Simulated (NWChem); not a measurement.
A series in which one site is exchanged, each optimised at PBE0/def2-SVP with NWChem, gas phase unless a solvent is named. All stand in one matching conformer (torsions within 35°), which need not be the lowest. Some are not confirmed as minima by frequencies. def2 effective core potentials on Cd, Te; no spin-orbit coupling.

A: [SiH3][Cd][SH] (CdSiH₄S; site = Cd)
B: [Te](S)[SiH3] (SiH4TeS; site = Te)
C: [SiH3][Be][SH] (BeSiH₄S; site = Be)
D: [SH][Mg][SiH3] (MgSiH4S; site = Mg)

```
quantity                                               A     B     C    D
--------------------------------------------------  ----  ----  ----  ---
dipole (D), PBE0/def2-SVP                           1.55  1.32  0.97  [?]
orbital gap (eV), PBE0/def2-SVP                     5.76  4.65  6.35  [?]
static polarisability, PBE/def2-SVPD (bohr³)        96.4  98.3  74.9  [?]
lowest singlet excitation, PBE/def2-SVPD, TDA (eV)  4.03  2.95  4.43  [?]
```

Task: Complete the blanks.

Result: 
- dipole (D), PBE0/def2-SVP, D: 1.00
- orbital gap (eV), PBE0/def2-SVP, D: 5.86
- static polarisability, PBE/def2-SVPD (bohr³), D: 93.8
- lowest singlet excitation, PBE/def2-SVPD, TDA (eV), D: 4.12
